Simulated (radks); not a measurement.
The numbers below are computed, except where a source is named.
Problem. Ionisation of the praseodymium ion Pr+, [Xe] 4f3 6s1, to Pr2+, [Xe] 4f3, under several functionals. Dirac Kohn-Sham, spin-unpolarised, spherical densities, finite nucleus; open shells fill j = l - 1/2 first; a radial shooting solver on a logarithmic mesh with Libxc functionals. Known Delta-SCF values: XLYP 10.795 eV. What does exchange-only PBE give, and what is its highest occupied eigenvalue?

Solution. 10.280 eV by Delta-SCF; the 4f5/2 eigenvalue is -6.028 eV. NIST: 10.63 eV (semi-empirical).

Beside tabulated values, note that spin-unpolarised runs miss the spin-polarisation part of the exchange energy of open shells.
